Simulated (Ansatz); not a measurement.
Frontier orbitals of `C[N](C)[In]([CH3])[O][SiH3]`.

```xyz
19

C    -1.850    0.389   -1.709
N    -0.890    0.503   -0.644
C    -0.891    1.803   -0.029
In    0.320   -1.004   -0.112
C     0.537   -2.996   -0.815
O     1.524   -0.466    1.386
Si    2.011    0.747    2.335
H    -1.831   -0.608   -2.158
H    -2.876    0.570   -1.355
H    -1.656    1.116   -2.514
H    -0.646    2.596   -0.752
H    -0.161    1.861    0.781
H    -1.876    2.047    0.398
H     0.366   -3.684    0.013
H    -0.170   -3.207   -1.617
H     1.554   -3.133   -1.181
H     3.111    0.291    3.230
H     0.905    1.263    3.199
H     2.518    1.910    1.544
```

Total charge 0; spin multiplicity 1. Correlated methods include outer-core shells of In, which these sets cover unevenly. In takes the def2 core potential. Geometry: relaxed with PBE0-D4/def2-TZVP. It is one conformer, not always the lowest. Basis def2-TZVPP, Ansatz.

```tsv
functional	HOMO (eV)	LUMO (eV)	gap (eV)
PBE	-4.92	-1.69	3.23
revPBE	-4.85	-1.57	3.28
PBE0	-6.12	-0.80	5.32
ωB97M-V	-8.42	0.60	9.02
```

Against PBE, PBE0 changes HOMO and LUMO by −1.20 and +0.89 eV, ωB97M-V by −3.50 and +2.28 eV. A gap of 3.23 eV thus becomes 9.01 eV for the same molecule, so an orbital gap means little without its functional. A positive LUMO is unbound and depends on the basis.
